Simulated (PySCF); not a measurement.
Be(H)(OMe) (CH₄BeO), SMILES [BeH][O]C.

Coordinates come from a r2SCAN-D4/def2-TZVP optimisation.

Method: PySCF 2.14.0 with C-PCM-ωB97X/def2-SVP.

The values are the electrostatic part of the solvation free energy, E(continuum) − E(gas) at the gas-phase geometry, in a cavity of scaled van der Waals radii (PySCF's table); cavitation and dispersion terms are not included. A continuum can't describe solvent molecules that bind to the metal. In vacuum the orbital gap is 13.64 eV. The dipole moment in vacuum is 1.87 D.

```csv
solvent,ε,ΔG(elec) (kcal/mol),dipole (D),gap (eV)
water,78.36,-3.0,2.19,13.62
n-hexane,1.88,-1.3,2.01,13.63
acetone,20.49,-2.8,2.18,13.62
```
